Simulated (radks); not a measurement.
The numbers below are computed, except where a source is named.
The nickel ion Ni+ inside a hard spherical wall (all orbitals vanish at R), configuration held at [Ar] 3d9 and not refilled when levels cross. Level of theory: scalar-relativistic Kohn-Sham, PBEsol, spin-polarised, spherical densities, finite nucleus; open shells are filled with parallel spins first; Fermi nuclear charge, rms radius 3.7757 fm (a radial shooting solver on a logarithmic mesh with Libxc functionals). Eigenvalues in eV for spin up, with the zero of energy where the potential of the charges vanishes at infinity; a dash marks a level that is unbound or too diffuse for the functional's potential to be trusted. A positive occupied level is held by the wall or, in an anion where self-interaction has pushed it up, behind a barrier. The pressure on the wall is -dE/dV.

R (bohr)  E (hartree)  kinetic (hartree)    e(2p)    e(3s)    e(3p)    e(3d)  e(4s, empty)  e(4p, empty)  pressure (GPa)
free      -1519.00817           1539.911  -846.88  -114.50  -75.136  -13.380       -11.544        -6.383               0
20        -1519.00817           1539.911  -846.88  -114.50  -75.136  -13.380       -11.544        -6.383        < 0.0001
15        -1519.00817           1539.911  -846.88  -114.50  -75.136  -13.380       -11.544        -6.383        < 0.0001
10        -1519.00817           1539.911  -846.88  -114.50  -75.135  -13.380       -11.544        -6.369        < 0.0001
8         -1519.00813           1539.912  -846.87  -114.49  -75.130  -13.375       -11.532        -6.270         0.00299
7         -1519.00791           1539.914  -846.85  -114.47  -75.108  -13.355       -11.489        -6.074          0.0221
6         -1519.00668           1539.925  -846.75  -114.38  -75.019  -13.272       -11.312        -5.555           0.167
5         -1518.99986           1539.972  -846.37  -114.03  -74.673  -12.947       -10.637        -4.152            1.34
4         -1518.96121           1540.188  -844.92  -112.73  -73.408  -11.732        -8.075        -0.060            12.1
3.5       -1518.89349           1540.513  -843.04  -111.13  -71.847  -10.182        -4.651         4.725            39.8
3         -1518.71662           1541.279  -839.31  -108.08  -68.889   -7.110         2.607        14.088             146
